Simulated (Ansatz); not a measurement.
Computed with Ansatz on PBE0-D4/def2-TZVP structures; ΔE is electronic, products minus reactants. CCSD(T)/CBS is the MP2 limit (def2-TZVPP, def2-QZVPP) plus CCSD(T) − MP2 in def2-TZVPP, frozen cores. DFT in def2-TZVPP. def2 core potentials past Kr. For Hf, Se outer-core shells are correlated without core-valence functions, which leaves a few kJ/mol of doubt a bond. Scalar relativity is left out up to krypton. One conformer a species, not always the lowest.

Reaction (redistribution): `[F][Hf]([F])([F])[SeH]` + `FBN[SiH3]` → `[SiH3]NB[SeH]` + `[F][Hf]([F])([F])[F]`

```json
{"level": "PBE-D4", "ΔE (kcal/mol)": "-3.5", "difference from CCSD(T)/CBS": "-1.9"}
{"level": "PBE0-D4", "ΔE (kcal/mol)": "-2.0", "difference from CCSD(T)/CBS": "-0.4"}
{"level": "ωB97X-V", "ΔE (kcal/mol)": "-2.4", "difference from CCSD(T)/CBS": "-0.8"}
{"level": "B2PLYP", "ΔE (kcal/mol)": "-1.4", "difference from CCSD(T)/CBS": "0.2"}
{"level": "PBE", "ΔE (kcal/mol)": "-3.0", "difference from CCSD(T)/CBS": "-1.4"}
{"level": "PBE0", "ΔE (kcal/mol)": "-1.5", "difference from CCSD(T)/CBS": "0.1"}
{"level": "SCS-MP2/def2-TZVPP", "ΔE (kcal/mol)": "-1.8", "difference from CCSD(T)/CBS": "-0.2"}
{"level": "HF/def2-QZVPP", "ΔE (kcal/mol)": "2.5", "difference from CCSD(T)/CBS": "4.1"}
{"level": "HF/CBS(def2)", "ΔE (kcal/mol)": "2.5", "difference from CCSD(T)/CBS": "4.1"}
{"level": "MP2/CBS(def2)", "ΔE (kcal/mol)": "-2.2", "difference from CCSD(T)/CBS": "-0.6"}
{"level": "CCSD(T)/CBS", "ΔE (kcal/mol)": "-1.6", "difference from CCSD(T)/CBS": "0"}
```

Largest T1 diagnostic among the species: 0.016.

The D4 term adds −0.8 kcal/mol with B3LYP and −0.4 kcal/mol with PBE0; it sums over pairs of atoms, weighted by their polarisabilities, and B3LYP, whose exchange is more repulsive, gets the larger term. From PBE to PBE0 (25 % exact exchange), in def2-TZVPP and without D4, ΔE moves by +1.5 kcal/mol.

CCSD(T)/CBS has its own doubt, a few kJ/mol and more with outer-core shells, so smaller differences from it don't rank the levels.

B3LYP here is the variant with VWN-RPA as its local correlation; programs differ in this.
